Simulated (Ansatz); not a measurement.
**Two structures, one formula**

The two ends of one reaction step of AlH$_{2}$SF$_{3}$, singlet (PBE0-D4/def2-TZVP).

A:

```xyz
7
angstrom
Al -0.6961 -0.6394 0.3667
F -1.7476 0.5832 0.0112
F -0.6856 -1.9412 -0.6441
F -0.3058 -0.8596 1.9528
H 0.8880 0.8513 -1.5468
S 1.3952 0.4174 -0.3782
H 1.1517 1.5883 0.2385
```

B:

Al1  (-0.265, -0.691, 0.287)
F2  (-1.281, 0.679, -0.595)
F3  (-0.727, -2.090, -0.428)
F4  (-0.482, -0.441, 1.893)
H5  (-0.382, 1.012, -0.915)
S6  (1.470, 0.385, -0.666)
H7  (1.668, 1.147, 0.424)
(Å)

Ansatz 0.2.0; basis: def2-TZVPP; cores frozen in the correlated methods. B3LYP uses VWN-RPA correlation.

(1) Which structure is lower at CCSD(T), and by how much? (Judge from chemistry; the value comes from the calculation.)

No T1 diagnostic of these runs exceeds 0.013.

Results:

(1) By the calculation: A, by 88.0 kJ/mol (electronic energy, against the other). By their contacts, A is AlH₂SF₃ ([F][Al]([F])([F])[SH2]) and B is AlH₂SF₃ ([F][Al]([F])([FH])[SH]).

All methods give the same order:

```tsv
method	E(B) − E(A) (kJ/mol)
SPW92	53.2
PBE-D4	68.9
BLYP-D4	84.0
r2SCAN-D4	77.7
B97M-V	85.8
PBE0-D4	75.6
B3LYP-D4	88.0
r2SCAN0-D4	81.3
BHLYP-D4	96.8
CAM-B3LYP-D4	89.3
wB97X-V	87.0
wB97M-V	82.6
B2PLYP	88.6
PBE-QIDH	81.8
RPA on PBE	90.6
HF	116.7
MP2	84.0
CCSD	93.9
CCSD(T)	88.0
```

Labels in which every atom is bracketed show which atoms are joined, not bond orders.

For scale, one of the runs: CCSD(T)/def2-TZVPP, 205 basis functions (an equivalent command: `ansatz run in.yaml --threads 4`). Hardware: 4 CPU threads, shared host. Wall time 64 s; peak host memory 2.7 GiB.
